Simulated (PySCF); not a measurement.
Calculated NMR data

No solvent, non-relativistic Hamiltonian, fast rotation and ring inversion assumed for equivalent nuclei, one conformer. J: B3LYP/pcJ-1; geometry: GFN2-xTB; σ from GIAO-PBE0/pcSseg-1; PySCF 2.14.0 with density-fitted response routines.

Scale: 1H (σref 31.72) and 13C (σref 186.93) against TMS (reference shieldings calculated alike). Multiplet labels drop J under 1 Hz and among equivalent protons, and merge close values. Unscaled 3J(H,H) run several per cent high. Splittings of carbon signals by F and P are missing where no couplings were computed. Where no couplings were computed, multiplicities follow the n + 1 count of equivalent neighbours, and m marks all less simple cases (inequivalent or close neighbours, rings, F or P nearby). Shifts are as computed. Against solution values, carbons near 30 ppm lie about +3 ppm off and those near 130 ppm about +5 ppm (rms about the fit 2.1 ppm; single classes can miss by 10 ppm). Of 1328 compounds with measured shifts, 309 miss one by over three times the rms of a fit or turn the order of signals round; such compounds aren't used in these exercises. Signals without a measured value on file couldn't be tested in this way; 1H shifts scatter by 0.2 ppm about their fit, and single ones miss by 0.5 ppm.

Compound 1 (C2H2O2). 1H NMR (400 MHz, computed): δ 9.26 (s, 2H). 13C{1H} NMR (computed): δ 196.0 (CH). Structure: glyoxal (SMILES O=CC=O).

Compound 2 (C5H5F2NO2). 1H NMR (400 MHz, computed): δ 6.60 (m, 1H), 4.88 (m, 1H), 4.86 (m, 1H), 3.17 (m, 1H), 3.10 (m, 1H). 13C{1H} NMR (computed): δ 120.6, 119.0, 96.6, 68.4, 37.6. Structure: SMILES N#C[C@]1(OC(F)F)CCO1.
